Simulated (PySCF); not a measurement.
# Static response to an electric field

Compound: CH10BGeNO.
Structure used (PBE0-D3(BJ)/def2-SVP), in Å, numbered top down from 1:
```
atom  x, y, z in Å
B1    -2.199    0.600    0.676
N2    -0.990    0.203   -0.339
C3     0.015   -0.697    0.241
O4     0.995   -1.033   -0.675
Ge5    2.588   -0.198   -0.723
H6    -1.661    1.163    1.625
H7    -2.736   -0.457    0.987
H8    -2.934    1.342    0.037
H9    -0.540    1.063   -0.659
H10   -1.377   -0.237   -1.177
H11   -0.525   -1.601    0.558
H12    0.397   -0.195    1.148
H13    2.371    1.244   -1.226
H14    3.156   -0.193    0.706
H15    3.417   -1.028   -1.704
```

Level: PBE0/def2-SVPD (PySCF), static field, nuclei fixed, core orbitals frozen in the response. The polarisability tensor in these axes (au):

```
x   87.97 -3.41 -5.08
y   -3.41 70.23 -0.10
z   -5.08 -0.10 70.96
```

Task: Diagonalise the tensor; give its mean and Δα, where Δα² is half the sum of the squared differences of the eigenvalues.

Result: Principal values 68.63, 70.62 and 89.92 au; mean 76.39 au = 11.32 Å³ = 12.59 × 10⁻⁴⁰ C²·m²/J; Δα = 20.36 au (27 % of the mean).

Task: What is the dipole moment, and where does it point?

Result: (5.13, -0.54, -2.60) D, 5.78 D in size, pointing from the negative to the positive side. Measured along this direction, the outermost atoms are H7 and H8 at the negative end and H15 at the positive end.

Task: Refractivity n − 1 of an ideal gas of it at 400 K and 1 atm, from the electronic α?

Result: N = p/kT = 1.8347 × 10¹⁹ cm⁻³, so n − 1 = 2π × N × 11.32 × 10⁻²⁴ cm³ = 1305 × 10⁻⁶ at long wavelengths.

Task: In TDDFT the mean static polarisability is Σ f/ω² over all singlet excitations (ω in hartree). How much of it do the 10 lowest give? Their energies (eV) and oscillator strengths: 6.21, 0.0046; 6.25, 0.0012; 6.73, 0.0110; 6.77, 0.0135; 6.85, 0.0015; 7.24, 0.0127; 7.26, 0.0054; 7.42, 0.0447; 7.56, 0.0275; 7.59, 0.0037.

Result: They add up to 1.79 au, 2.3 % of the 76.39 au; the largest single term is 0.60 au, from the state at 7.42 eV. Terms in order: 0.09, 0.02, 0.18, 0.22, 0.02, 0.18, 0.08, 0.60, 0.36, 0.05 au. Higher excitations give the rest. The strengths listed sum to 0.126.

Task: Orientational against electronic polarisability at 273 K (dilute gas, rigid molecules)?

Result: In Gaussian units μ²/3kT = 295.26 Å³ against 11.32 Å³, a ratio of 26.08; the Debye molar polarisation (4π/3)N_A(α + μ²/3kT) is 773.4 cm³/mol, leaving out the vibrational part.

Task: Give the principal axes and the span of the nuclei along them.

Result: Largest value along (0.95, -0.16, -0.25), where the nuclei span 6.88 Å; middle along (-0.06, 0.72, -0.69), 3.10 Å; least along (0.30, 0.68, 0.68), 2.75 Å. The response follows the extents in order.

The structure is a single PBE0-D3(BJ)/def2-SVP conformer in the gas phase; no vibrational or solvent corrections. The calculation is non-relativistic, for germanium too.
